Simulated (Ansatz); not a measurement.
Start from `O[SiH](F)CCl` and change one atom or group to get `BC[SiH](O)F`.

Ansatz, PBE0-D4/def2-TZVP geometries, multiplicity 1. Each molecule was computed in one conformer, which needn't be the lowest.

```csv
property,`O[SiH](F)CCl`
size of the dipole moment (PBE/def2-TZVPP) / D,1.62
HOMO energy (PBE/def2-TZVPP) / eV,-7.04
HOMO–LUMO gap (PBE/def2-TZVPP) / eV,5.89
HOMO–LUMO gap (B3LYP/def2-TZVPP) / eV,7.81
size of the dipole moment (ωB97M-V/def2-TZVPP) / D,1.69
HOMO–LUMO gap (ωB97M-V/def2-TZVPP) / eV,12.51
```

Q: Give the same properties after the change, and the shifts. (An estimate is asked.)

A: The calculation gave: 
```csv
property,`BC[SiH](O)F`,shift
size of the dipole moment (PBE/def2-TZVPP) / D,1.39,-0.23
HOMO energy (PBE/def2-TZVPP) / eV,-7.63,-0.59
HOMO–LUMO gap (PBE/def2-TZVPP) / eV,5.16,-0.73
HOMO–LUMO gap (B3LYP/def2-TZVPP) / eV,7.06,-0.75
size of the dipole moment (ωB97M-V/def2-TZVPP) / D,1.52,-0.17
HOMO–LUMO gap (ωB97M-V/def2-TZVPP) / eV,11.68,-0.83
```

With PBE0 the HOMO falls by 0.57 eV and the LUMO falls by 1.36 eV, so the gap narrows by about 0.79 eV. PBE moves the HOMO by -0.59 eV and ωB97M-V by -0.56 eV. The zero-point energy changes by 49.9 kJ/mol with +6 modes. Dipoles are sizes alone; their direction can turn.

B3LYP here is the variant with VWN-RPA as its local correlation; programs differ in this.
